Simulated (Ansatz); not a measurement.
Z-matrix (Å, degrees):
```
W
O 1 1.688
F 1 1.845 2 108.8
S 1 2.120 2 107.5 3 118.0
F 1 1.845 2 108.8 3 -124.0
```

Charge 0, multiplicity 1. W takes the def2 core potential.

**Question.** List the PBE0/def2-TZVPP orbital energies in eV (Ansatz). (Best estimate.)

**Answer.** Computed: Occupied: -2422.90, -675.27, -675.27, -524.21, -218.26, -162.03, -162.02, -161.96, -85.28, -48.57, -48.43, -48.07, -33.85, -33.54, -26.81, -19.68, -14.95, -14.93, -14.11, -14.11, -13.81, -13.25, -12.10, -11.62, -11.15, -10.11, -8.97, -8.33. Lowest empty: -2.98, -2.81, -1.44, -1.18, -0.76, -0.32, 2.54, 2.60.
